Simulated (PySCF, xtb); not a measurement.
GaCl, SMILES [Cl][Ga] (connectivity only; charge and spin as stated), neutral, multiplicity 1.

Harmonic wavenumbers (cm⁻¹) from GFN2-xTB (xtb) at its own minimum, in rising order: 318.

What does PBE-D3(BJ)/def2-TZVP run with PySCF give at its own minimum? (The exact figures need the calculation; the answer reports its results.)

352. Paired by order, the mean absolute difference is 34 cm⁻¹ and the zero-point energies are 0.5 and 0.5 kcal/mol.
